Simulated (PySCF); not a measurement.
Geometries of 2 isomers of C2H8GeO, from PBE0-D3(BJ)/def2-SVP geometry optimisation, gas phase (PySCF). One conformer each, no zero-point energy, no frequencies.

**Question.** Which isomer lies lower at this level?
A.
```xyz
12
angstrom
C      2.104    0.721   -0.293
O      0.712    0.827   -0.266
Ge    -0.275   -0.541    0.320
C     -2.110    0.050    0.149
H      2.458   -0.106   -0.942
H      2.523    1.658   -0.693
H      2.541    0.563    0.714
H      0.125   -0.837    1.785
H      0.040   -1.777   -0.557
H     -2.328    0.287   -0.902
H     -2.802   -0.734    0.488
H     -2.269    0.953    0.755
```
B.
```xyz
12
angstrom
C     -1.742    0.666    0.587
C     -0.652    0.016   -0.234
O      0.551    0.044    0.493
Ge     2.046   -0.568   -0.259
H     -2.702    0.650    0.049
H     -1.866    0.136    1.543
H     -1.480    1.711    0.809
H     -0.940   -1.027   -0.481
H     -0.544    0.549   -1.201
H      2.305    0.211   -1.567
H      1.885   -2.072   -0.570
H      3.142   -0.317    0.782
```

**Answer.** A. That is `C[O][GeH2][CH3]`, 4.0 kcal/mol below the other.

```
         SMILES      atoms numbered as above       E (Eh)  relative (kcal/mol)  relative (kJ/mol)  dipole (D)
C[O][GeH2][CH3]  [CH3:1][O:2][GeH2:3][CH3:4]  -2232.44261                  0.0                0.0        0.91
    CC[O][GeH3]  [CH3:1][CH2:2][O:3][GeH3:4]  -2232.43621                  4.0               16.8        1.10
```
